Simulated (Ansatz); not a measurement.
C2H6BFO can be A, `CCOBF`, or B, `CBC(O)F`.

Gas-phase electronic energies from Ansatz, PBE0-D4/def2-TZVP geometries. CCSD(T)/CBS adds triple-zeta CCSD(T) − MP2 to the extrapolated MP2 energy (def2 sets, frozen cores). Functionals use def2-TZVPP. B3LYP here is the variant with VWN-RPA as its local correlation; programs differ in this. Each species was taken in one conformer, which may not be the lowest.

Problem. Which isomer does CCSD(T)/CBS put lower? Give the gap. (Estimate.)

Solution. The calculation gave: A, by 76.5 kcal/mol.

Problem. Give E(B) − E(A) in kcal/mol with B3LYP-D4, MP2/def2-TZVPP, r2SCAN-D4, B2PLYP, ωB97M-V, B3LYP, CCSD(T)/def2-TZVPP. (Best estimate.)

Solution. Computed: B3LYP-D4 75.4, MP2/def2-TZVPP 78.8, r2SCAN-D4 74.7, B2PLYP 76.9, ωB97M-V 74.9, B3LYP 75.4, CCSD(T)/def2-TZVPP 76.9. None reverses the order clearly.

Largest T1 diagnostic: 0.012.

From PBE to PBE0 (25 % exact exchange), in def2-TZVPP and without D4, E(B) − E(A) moves by +2.0 kcal/mol.
